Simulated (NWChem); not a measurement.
System: C₄H₄; SMILES C#CC=C

Input file for NWChem:

```
start job
memory heap 200 mb stack 900 mb global 1100 mb
geometry units angstroms noautosym nocenter noautoz
  C      0.178619    -1.918525     0.000000
  C     -0.111248    -0.739503     0.000000
  C     -0.486443     0.634296     0.000000
  C      0.377566     1.659418     0.000000
  H      0.442619    -2.959944     0.000000
  H     -1.564380     0.837069     0.000000
  H      1.458171     1.495749     0.000000
  H      0.018801     2.691255     0.000000
end
basis spherical
  * library def2-svp
end
dft
  xc b3lyp
  iterations 150
end
cosmo
  do_cosmo_smd true
  solvent dmf
end
task dft energy
```

Excerpt of the output:

```
             Northwest Computational Chemistry Package (NWChem) 7.3.0
             --------------------------------------------------------

                             Geometry "geometry" -> ""
                             -------------------------

 Output coordinates in angstroms (scale by  1.889725989 to convert to a.u.)

  No.       Tag          Charge          X              Y              Z
 ---- ---------------- ---------- -------------- -------------- --------------
    1 C                    6.0000     0.17861900    -1.91852500     0.00000000
    2 C                    6.0000    -0.11124800    -0.73950300     0.00000000
    3 C                    6.0000    -0.48644300     0.63429600     0.00000000
    4 C                    6.0000     0.37756600     1.65941800     0.00000000
    5 H                    1.0000     0.44261900    -2.95994400     0.00000000
    6 H                    1.0000    -1.56438000     0.83706900     0.00000000
    7 H                    1.0000     1.45817100     1.49574900     0.00000000
    8 H                    1.0000     0.01880100     2.69125500     0.00000000

 Effective nuclear repulsion energy (a.u.)      89.7894513694

                                 NWChem DFT Module
                                 -----------------

 Summary of "ao basis" -> "ao basis" (spherical)
 ------------------------------------------------------------------------------
       Tag                 Description            Shells   Functions and Types
 ---------------- ------------------------------  ------  ---------------------
 C                          def2-svp                 6       14   3s2p1d
 H                          def2-svp                 3        5   2s1p

 in cosmo_initialize ...
 calling solv_data for solv:dmf

 solvent parameters
 solvname_short: dmf
 solvname_long:  N,N-dimethylformamide
 dielec:       37.2190
 dielecinf:     2.0463
 nonaqueous SMD model solvent descriptors
 dielec:       37.2190
 sola:          0.0000
 solb:          0.7400
 solc:          0.0000
 solg:         49.5600
 solh:          0.0000
 soln:          1.4305

          ---------------
          -cosmo- solvent
          ---------------
 Cosmo: York-Karplus, doi: 10.1021/jp992097l
 dielectric constant -eps-     =  37.22
 screen = (eps-1)/(eps    )    =   0.97313
 surface charge correction     = lagrangian

   van der Waals surface
 --------------------------

 ---------- ATOMIC COORDINATES (A.U.) ------------ VDWR(ANG.) --
     1    0.33754097   -3.62548655    0.00000000     1.850
     2   -0.21022824   -1.39745804    0.00000000     1.850
     3   -0.91924398    1.19864564    0.00000000     1.850
     4    0.71349628    3.13584532    0.00000000     1.850
     5    0.83642863   -5.59348310    0.00000000     1.200
     6   -2.95624954    1.58183104    0.00000000     1.200
     7    2.75554363    2.82655576    0.00000000     1.200
     8    0.03552874    5.08573452    0.00000000     1.200
 number of segments per atom =        128
 number of   points per atom =        128
 atom (   nspa,  nppa )
 ----------------------
    1 (     80,     0 )       0
    2 (     56,     0 )       0
    3 (     48,     0 )       0
    4 (     68,     0 )       0
    5 (     50,     0 )       0
    6 (     54,     0 )       0
    7 (     54,     0 )       0
    8 (     54,     0 )       0
 number of -cosmo- surface points =      464
 molecular surface =     94.251 angstrom**2
 molecular volume  =     72.394 angstrom**3
 -lineq- algorithm             =   0
 -bem- low  level              =   3
 -bem- from -octahedral-
 gaussian surface charge width =   4.50000
 degree of switching           =   1.00000
 switching function tolerance  =   0.00010
 atomic radii =
 --------------
    1  6.000  1.850
    2  6.000  1.850
    3  6.000  1.850
    4  6.000  1.850
    5  1.000  1.200
    6  1.000  1.200
    7  1.000  1.200
    8  1.000  1.200
 ...... end of -cosmo- initialization ......

 nat:                     8
 ixmem:                  3618
 calling mnsol_interface()
 G(SMD-CDS) energy (kcal/mol)  =     1.889
 SMD-CDS SASA (angstrom**2)    =   121.963

            General Information
            -------------------
          SCF calculation type: DFT
          Wavefunction type:  closed shell.
          No. of atoms     :     8
          No. of electrons :    28
           Alpha electrons :    14
            Beta electrons :    14
          Charge           :     0
          Spin multiplicity:     1
          Use of symmetry is: off; symmetry adaption is: off
          Maximum number of iterations: 150
          AO basis - number of functions:    76
                     number of shells:    36
          Convergence on energy requested:  1.00D-06
          Convergence on density requested:  1.00D-05
          Convergence on gradient requested:  5.00D-04

              XC Information
              --------------
                         B3LYP Method XC Potential
                     Hartree-Fock (Exact) Exchange  0.200
                        Slater Exchange Functional  0.800 local
                    Becke 1988 Exchange Functional  0.720 non-local
              Lee-Yang-Parr Correlation Functional  0.810
                  VWN I RPA Correlation Functional  0.190 local

             Grid Information
             ----------------
          Grid used for XC integration:  medium
          Radial quadrature: Mura-Knowles
          Angular quadrature: Lebedev.
          Tag              B.-S. Rad. Rad. Pts. Rad. Cut. Ang. Pts.
          ---              ---------- --------- --------- ---------
          C                   0.70       49          12.0       434
          H                   0.35       45          13.0       434
          Grid pruning is: on
          Number of quadrature shells:   376
          Spatial weights used:  Erf1

      Superposition of Atomic Density Guess
      -------------------------------------

 Sum of atomic energies:        -152.49635815

      Non-variational initial energy
      ------------------------------

 Total energy =    -154.759192
 1-e energy   =    -380.443060
 2-e energy   =     135.894418
 HOMO         =      -0.294186
 LUMO         =      -0.039887

   convergence    iter        energy       DeltaE   RMS-Dens  Diis-err
 ---------------- ----- ----------------- --------- --------- ---------
     COSMO gas phase
 d= 0,ls=0.0,diis     1   -154.5854401718 -2.44D+02  9.65D-03  3.02D-01
 d= 0,ls=0.0,diis     2   -154.6192187434 -3.38D-02  3.46D-03  3.75D-02
 d= 0,ls=0.0,diis     3   -154.6185242268  6.95D-04  2.03D-03  4.29D-02
 d= 0,ls=0.0,diis     4   -154.6234871276 -4.96D-03  6.70D-04  6.26D-03
 d= 0,ls=0.0,diis     5   -154.6242732983 -7.86D-04  1.32D-04  2.07D-04
  Resetting Diis
 d= 0,ls=0.0,diis     6   -154.6242958283 -2.25D-05  5.03D-05  2.02D-05
 d= 0,ls=0.0,diis     7   -154.6242984174 -2.59D-06  4.01D-05  2.32D-06
 d= 0,ls=0.0,diis     8   -154.6242974909  9.26D-07  2.60D-05  8.55D-06
 d= 0,ls=0.0,diis     9   -154.6242987601 -1.27D-06  2.32D-06  4.94D-08
 d= 0,ls=0.0,diis    10   -154.6242987648 -4.78D-09  8.92D-07  1.05D-08

   convergence    iter        energy       DeltaE   RMS-Dens  Diis-err
 ---------------- ----- ----------------- --------- --------- ---------
     COSMO solvation phase
 d= 0,ls=0.0,diis     1   -154.6268470531 -2.55D-03  2.90D-03  2.43D-03
 d= 0,ls=0.0,diis     2   -154.6275065600 -6.60D-04  4.50D-04  9.23D-04
 d= 0,ls=0.0,diis     3   -154.6275922836 -8.57D-05  2.24D-04  3.92D-04
 d= 0,ls=0.0,diis     4   -154.6276372529 -4.50D-05  8.48D-05  7.37D-05
 d= 0,ls=0.0,diis     5   -154.6276462915 -9.04D-06  2.22D-05  3.80D-06
 d= 0,ls=0.0,diis     6   -154.6276467004 -4.09D-07  7.79D-06  8.27D-07

         Total DFT energy =     -154.627646700415
      One electron energy =     -384.418320471432
           Coulomb energy =      162.807188049242
    Exchange-Corr. energy =      -23.046613686080
 Nuclear repulsion energy =       89.789451369363

             COSMO energy =        0.240648038492

 Numeric. integr. density =       27.999999177896

                                COSMO-SMD solvation results
                                ---------------------------

             internal energy in gas <Psi(g)|H|Psi(g)> =      -154.624298764839
         internal energy in solvent <Psi(s)|H|Psi(s)> =      -154.623351970898
                               delta internal energy  =         0.000946793941 (    0.59 kcal/mol)
   total free energy in solvent <Psi(s)|H+V/2|Psi(s)> =      -154.630657035457
 polarization energy contribution <Psi(s)|V/2|Psi(s)> =        -0.007305064559 (   -4.58 kcal/mol)
    total free energy in solvent including G(SMD-CDS) =      -154.627646700415
                       G(SMD-CDS) energy contribution =         0.003010335042 (    1.89 kcal/mol)
     1 M fixed-concentration free energy of solvation =        -0.003347935576 (   -2.10 kcal/mol)

                       DFT Final Molecular Orbital Analysis
                       ------------------------------------

 Vector   12  Occ=2.000000D+00  E=-3.503484D-01
              MO Center= -1.1D-01, -1.6D-01, -1.2D-10, r^2= 2.3D+00
   Bfn.  Coefficient  Atom+Function         Bfn.  Coefficient  Atom+Function
  ----- ------------  ---------------      ----- ------------  ---------------
    20      0.352274  2 C  pz                34      0.331417  3 C  pz
     6      0.246915  1 C  pz                48      0.213412  4 C  pz
    37      0.189986  3 C  pz                23      0.187290  2 C  pz
     9      0.125594  1 C  pz                51      0.122640  4 C  pz

 Vector   13  Occ=2.000000D+00  E=-2.919101D-01
              MO Center= -1.3D-02, -1.2D+00,  3.5D-12, r^2= 1.8D+00
   Bfn.  Coefficient  Atom+Function         Bfn.  Coefficient  Atom+Function
  ----- ------------  ---------------      ----- ------------  ---------------
     4      0.411793  1 C  px                18      0.392590  2 C  px
     7      0.253717  1 C  px                21      0.220206  2 C  px
    62      0.135226  6 H  s                 32     -0.110641  3 C  px
     5      0.103261  1 C  py                19      0.091616  2 C  py
    47      0.082316  4 C  py                22      0.075645  2 C  py

 Vector   14  Occ=2.000000D+00  E=-2.584353D-01
              MO Center=  7.8D-02, -5.9D-02, -1.9D-10, r^2= 3.4D+00
   Bfn.  Coefficient  Atom+Function         Bfn.  Coefficient  Atom+Function
  ----- ------------  ---------------      ----- ------------  ---------------
     6      0.348115  1 C  pz                48     -0.343841  4 C  pz
    34     -0.265627  3 C  pz                51     -0.248350  4 C  pz
    20      0.245637  2 C  pz                 9      0.234861  1 C  pz
    37     -0.188430  3 C  pz                23      0.152598  2 C  pz
    25     -0.025185  2 C  d -1

 Vector   15  Occ=0.000000D+00  E=-4.232583D-02
              MO Center=  8.2D-02,  3.5D-01,  3.8D-10, r^2= 3.7D+00
   Bfn.  Coefficient  Atom+Function         Bfn.  Coefficient  Atom+Function
  ----- ------------  ---------------      ----- ------------  ---------------
    51      0.522630  4 C  pz                48      0.400917  4 C  pz
    37     -0.393050  3 C  pz                 9      0.376484  1 C  pz
    34     -0.313846  3 C  pz                 6      0.298801  1 C  pz
    23     -0.219784  2 C  pz                20     -0.181883  2 C  pz
    25     -0.032530  2 C  d -1              39      0.028819  3 C  d -1

 Vector   16  Occ=0.000000D+00  E= 2.801709D-02
              MO Center= -1.2D-01, -7.7D-01, -1.2D-11, r^2= 3.9D+00
   Bfn.  Coefficient  Atom+Function         Bfn.  Coefficient  Atom+Function
  ----- ------------  ---------------      ----- ------------  ---------------
     7      0.619267  1 C  px                45      0.546983  4 C  s
    63     -0.537755  6 H  s                 21     -0.533329  2 C  px
    73     -0.443006  8 H  s                 18     -0.392315  2 C  px
    31      0.375631  3 C  s                  4      0.371966  1 C  px
    22     -0.267398  2 C  py                68     -0.186498  7 H  s

 Vector   17  Occ=0.000000D+00  E= 1.036196D-01
              MO Center= -9.6D-01,  1.3D+00,  1.7D-09, r^2= 5.4D+00
   Bfn.  Coefficient  Atom+Function         Bfn.  Coefficient  Atom+Function
  ----- ------------  ---------------      ----- ------------  ---------------
    63      1.414203  6 H  s                 73      1.282701  8 H  s
    31     -1.130501  3 C  s                 45     -0.876387  4 C  s
    35      0.604044  3 C  px                50     -0.563815  4 C  py
    21     -0.401006  2 C  px                 7      0.349104  1 C  px
    17      0.325209  2 C  s                  3     -0.258541  1 C  s

     Multipole analysis of the density
     ---------------------------------

     L   x y z        total         alpha         beta         nuclear
     -   - - -        -----         -----         ----         -------
     0   0 0 0     -0.000000    -14.000000    -14.000000     28.000000

     1   1 0 0     -0.004548     -0.102595     -0.102595      0.200642
     1   0 1 0      0.241378      0.235731      0.235731     -0.230084
     1   0 0 1      0.000000      0.000000      0.000000      0.000000

     2   2 0 0    -16.870968    -21.488786    -21.488786     26.106605
     2   1 1 0     -0.961221     -0.404689     -0.404689     -0.151843
     2   1 0 1      0.000000      0.000000      0.000000      0.000000
     2   0 2 0    -12.596115   -119.221692   -119.221692    225.847269
     2   0 1 1     -0.000000     -0.000000     -0.000000      0.000000
     2   0 0 2    -19.622519     -9.811259     -9.811259      0.000000
```

Level: B3LYP/def2-SVP, SMD on the gas-phase geometry. Geometry: optimised at PBE0/def2-SVP. Solvent: N,N-dimethylformamide.
